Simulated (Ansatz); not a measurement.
`C[SiH](Cl)N=C=O`, charge 0, multiplicity 1.

Problem. Give a relaxed structure at PBE0-D4/def2-TZVP (Ansatz 0.2.0). (An estimate is asked.)

Solution. Computed: 
```xyz
10

C     1.132   -0.654    0.957
Si   -0.545   -0.355    0.247
Cl   -1.678    0.734    1.571
N    -0.400    0.521   -1.210
C    -0.703    1.355   -2.013
O    -0.956    2.151   -2.821
H     1.633    0.293    1.169
H     1.744   -1.221    0.251
H     1.057   -1.222    1.887
H    -1.284   -1.602   -0.039
```
This is one stationary point; other conformers may exist.
